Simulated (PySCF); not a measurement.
All values below come from B3LYP-D3(BJ)/def2-TZVP (PySCF). Gas-phase values, no solvent. One relaxed conformer stands for a flexible species; it need not be the lowest. B3LYP has the VWN-RPA correlation part, as in Gaussian. 

Reference species (SMILES): `C=CN=C` (C–C–N–C torsion 180°) (neutral, multiplicity 1).

The HOMO is -7.13 eV and the HOMO–LUMO gap is 5.66 eV.

Changed species: `C1(N)=CC1`.

Q: What does the change do to the HOMO and HOMO–LUMO gap?

A: the HOMO rises by 1.46 eV, to -5.67 eV; the HOMO–LUMO gap increases by 0.64 eV, to 6.30 eV.
